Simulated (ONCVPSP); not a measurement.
## Reading a pseudo-wave (Rh (Z = 45))

Columns: radius, all-electron u(r) and pseudo u(r) of the 4d shell (level -39.73 eV) of rhodium in the configuration [Ar] 3d10 4s2 4p6 4d6; LDA (Perdew-Wang 92), scalar-relativistic, ONCV scheme, ONCVPSP 4.0.1.

```csv
r (bohr),all-electron,pseudo
0.082,-0.1404,0.0025
0.165,-0.3884,0.0198
0.248,-0.4590,0.0629
0.330,-0.3513,0.1352
0.413,-0.1429,0.2360
0.495,0.0932,0.3543
0.578,0.3203,0.4815
0.660,0.5121,0.6024
0.742,0.6637,0.7090
0.825,0.7763,0.7957
0.908,0.8518,0.8583
0.990,0.8955,0.8967
1.072,0.9145,0.9139
1.155,0.9140,0.9133
1.238,0.8987,0.8982
1.320,0.8727,0.8726
1.402,0.8392,0.8392
1.485,0.8000,0.8000
1.568,0.7575,0.7575
1.650,0.7138,0.7138
1.733,0.6689,0.6689
1.815,0.6247,0.6247
1.898,0.5809,0.5809
1.980,0.5388,0.5388
2.062,0.4984,0.4984
2.145,0.4594,0.4594
```

Question: How many radial nodes do the two functions have?

Answer: The all-electron 4d function has n − l − 1 = 1; the pseudo-wave has 0, since the states of the same l below it are removed with the core.

Question: At about which radius was the pseudo-wave matched?

Answer: 1.50 bohr. The columns agree to 0.0005 from 1.32 bohr on; several derivatives are matched, so the curves merge somewhat inside the radius.

Question: Is the pseudo-wave norm-conserving?

Answer: Yes: the ONCV scheme keeps the norm inside the radius equal to the all-electron one, which fixes the energy derivative of the logarithmic derivative at the level.
